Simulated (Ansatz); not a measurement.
Frontier orbitals of CH₃AlFNS (`N=[CH][Al]([F])[SH]`).

Total charge 0; spin multiplicity 1. The structure was optimised at the PBE0-D4/def2-TZVP level. It is one conformer, not always the lowest. Basis def2-TZVPP, the Gaussian-basis code of Ansatz.

```
functional  HOMO (eV)  LUMO (eV)  gap (eV)
       PBE      -6.16      -2.77      3.39
    revPBE      -6.11      -2.67      3.44
    B97M-V      -6.57      -2.52      4.05
      PBE0      -7.57      -1.79      5.78
     B3LYP      -7.35      -2.01      5.34
 CAM-B3LYP      -8.97      -0.68      8.29
   ωB97X-V      -9.96       0.39     10.35
   ωB97M-V      -9.83       0.25     10.08
```

A quarter of exact exchange (PBE0) shifts PBE's HOMO by −1.40 eV and its LUMO by +0.98 eV; full exchange at long range (ωB97M-V) shifts them by −3.66 and +3.02 eV. The gap opens from 3.39 to 10.07 eV, since occupied levels lose self-interaction and empty ones feel all the electrons. A positive LUMO is unbound and depends on the basis.

B3LYP here is the variant with VWN-RPA as its local correlation; programs differ in this.
